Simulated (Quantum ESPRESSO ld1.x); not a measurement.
Results of a calculation; reference values are marked as such.
All-electron atom: the zinc ion Zn12+ in [Ar]. Code: ld1.x of Quantum ESPRESSO 7.5. Model: scalar-relativistic Kohn-Sham, PBEsol, spin-unpolarised, spherical densities, point nucleus. Some entries of the table are withheld. Estimate them.

orbital  occ.  eigenvalue (eV)  <r> (bohr)  r(max) (bohr)
1s          2         -9885.28         (1)        0.03294
2s          2         -1532.66      0.2254         0.1893
2p          6              (2)      0.1976         0.1522
3s          2              (3)      0.6067         0.5548
3p          6              (4)      0.6053         0.5463
3d          0              (5)      0.5704         0.4677
4s          0         -200.922         (6)          1.231

Answer. 
(1) 1s <r> (bohr): 0.05035
(2) 2p eigenvalue (eV): -1379.14
(3) 3s eigenvalue (eV): -448.923
(4) 3p eigenvalue (eV): -401.243
(5) 3d eigenvalue (eV): -328.206
(6) 4s <r> (bohr): 1.261
